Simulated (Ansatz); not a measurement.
A run for Ansatz (a program for electronic structure): U-PBE0/def2-TZVPP on NiSb, 2S+1 = 4, a spin state set in the input, which need not be the lowest. Elements past Kr take the def2 small-core potentials; no spin–orbit coupling.

Ansatz 0.2 input:
```yaml
crystal:
  periodic: [false, false, false]
  atoms:
    - {symbol: Ni, position_ang: [0.00000000, 0.00000000, 0.00000000]}
    - {symbol: Sb, position_ang: [0.00000000, 0.00000000, 2.49800000]}
basis:
  gaussian:
    orbitals: def2-TZVPP
hamiltonian:
  xc: {name: PBE0}
magnetization: {spin_polarized: true, initial_magnetization: 3}
relax: {f_tol: 0.002, max_steps: 120}
```

Program output:

```
WARN ansatz: RAYON_NUM_THREADS=1 ignored (pool sized by the plan → 1); use --threads N
Functional definition: PBE0
integrals: 0.04 GiB planned
1001 factors; their error is unknown
mean field: 0.55 GiB planned
mean field evaluation 1: about -47554.6370 eV, gradient 9.4e1 eV
mean field evaluation 2: about -46698.5195 eV, gradient 3.5e2 eV
mean field evaluation 4: about -47568.6451 eV, gradient 4.5e1 eV
mean field evaluation 8: about -47573.2381 eV, gradient 1.7e1 eV
mean field evaluation 16: about -47574.3956 eV, gradient 1.5e-2 eV
mean field evaluation 32: about -47574.5782 eV, gradient 7.8e-3 eV
mean field -47574.57817283 eV, -1748.3335006440 hartree, gradient 4.9e-6 eV, S^2 3.763568; 2 other end points of the search recorded, 0 dependent functions left out
the calculation of the forces begins
reference -47574.57819626 eV, -1748.3335015054 hartree; 27, 24 occupied and 87, 90 virtual orbitals, 1001 factors
relax step   1: F+E_penalty+E_count = -47574.57817283 eV  Δ(F+E_penalty+E_count) = +0.000e0 eV  max|allowed force component| = 5.972e-1 eV/Å  Δτ_max = 0.0000 Å  (187 SCF iters, accepted)
these checks for a lower state are left out or cut short: starts, cluster_reference, orbital_swaps, neighbouring_geometries, increment
integrals: 0.04 GiB planned
1001 factors; their error is unknown
mean field: 0.55 GiB planned
mean field evaluation 64: about -47574.6042 eV, gradient 7.8e-6 eV
mean field -47574.60421743 eV, -1748.3344577655 hartree, gradient 7.8e-6 eV, S^2 3.761768; 0 other end points of the search recorded, 0 dependent functions left out
the calculation of the forces begins
reference -47574.60424068 eV, -1748.3344586202 hartree; 27, 24 occupied and 87, 90 virtual orbitals, 1001 factors
relax step   2: F+E_penalty+E_count = -47574.60421743 eV  Δ(F+E_penalty+E_count) = -2.604e-2 eV  max|allowed force component| = 4.080e-2 eV/Å  Δτ_max = 0.0437 Å  (64 SCF iters, accepted)
these checks for a lower state are left out or cut short: starts, cluster_reference, orbital_swaps, neighbouring_geometries, increment
integrals: 0.04 GiB planned
1001 factors; their error is unknown
mean field: 0.55 GiB planned
mean field -47574.60431283 eV, -1748.3344612716 hartree, gradient 2.0e-6 eV, S^2 3.761858; 0 other end points of the search recorded, 0 dependent functions left out
the calculation of the forces begins
reference -47574.60433610 eV, -1748.3344621267 hartree; 27, 24 occupied and 87, 90 virtual orbitals, 1001 factors
relax step   3: F+E_penalty+E_count = -47574.60431283 eV  Δ(F+E_penalty+E_count) = -9.541e-5 eV  max|allowed force component| = 2.255e-3 eV/Å  Δτ_max = 0.0025 Å  (67 SCF iters, accepted)
these checks for a lower state are left out or cut short: starts, cluster_reference, orbital_swaps, neighbouring_geometries, increment
integrals: 0.04 GiB planned
1001 factors; their error is unknown
mean field: 0.55 GiB planned
mean field -47574.60431313 eV, -1748.3344612825 hartree, gradient 1.9e-6 eV, S^2 3.761853; 0 other end points of the search recorded, 0 dependent functions left out
the calculation of the forces begins
reference -47574.60433640 eV, -1748.3344621375 hartree; 27, 24 occupied and 87, 90 virtual orbitals, 1001 factors
relax step   4: F+E_penalty+E_count = -47574.60431313 eV  Δ(F+E_penalty+E_count) = -2.966e-7 eV  max|allowed force component| = 6.311e-8 eV/Å  Δτ_max = 0.0001 Å  (67 SCF iters, accepted)
integrals: 0.04 GiB planned
1001 factors; their error is unknown
mean field: 0.55 GiB planned
mean field evaluation 96: about -47574.3079 eV, gradient 2.6e-4 eV
mean field evaluation 128: about -47574.3869 eV, gradient 1.5e-2 eV
mean field -47574.60431313 eV, -1748.3344612825 hartree, gradient 1.9e-6 eV, S^2 3.761853; 3 other end points of the search recorded, 0 dependent functions left out
the calculation of the forces begins
reference -47574.60433640 eV, -1748.3344621375 hartree; 27, 24 occupied and 87, 90 virtual orbitals, 1001 factors
Total energy: -47574.60433640 eV, -1748.3344621375 hartree
Atom 0 at    -0.000000    -0.000000     0.041329 Å, force    -0.000000     0.000000     0.000000 eV/Å
Atom 1 at     0.000000     0.000000     2.456671 Å, force     0.000000    -0.000000    -0.000000 eV/Å
Dipole moment:     0.000000    -0.000000    -0.527183 e Å
```

The calculation finished and met its thresholds.

Cost: about 50 core-seconds (a rough figure).
